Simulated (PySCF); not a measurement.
B(H)(OMe)(SH), CH5BOS, SMILES COBS (PBE0/def2-SVP optimised geometry):

```
9

B     -0.326     0.505     0.000
H     -0.884     1.574     0.000
O      1.018     0.505     0.000
C      1.835    -0.637     0.004
H      2.464    -0.636    -0.900
H      2.494    -0.607     0.885
H      1.255    -1.574     0.029
S     -1.294    -1.038     0.000
H     -2.494    -0.423     0.004
```

Calculation: PBE0/def2-TZVP (PySCF).

What are the frontier orbital energies and the dipole moment?

HOMO-2 -9.56 eV, HOMO-1 -8.46 eV, HOMO -7.71 eV, LUMO 0.02 eV, LUMO+1 0.41 eV; dipole moment 0.71 D.

On the same geometry PBE/def2-TZVP in PySCF gives HOMO-2 -8.08 eV, HOMO-1 -7.08 eV, HOMO -6.47 eV, LUMO -0.93 eV, LUMO+1 -0.52 eV; dipole moment 0.79 D.

Meta-Löwdin charges at PBE0/def2-TZVP: B1 0.09, H2 0.01, O3 -0.34, C4 -0.12, H5 0.13, H6 0.13, H7 0.11, S8 -0.12, H9 0.12.
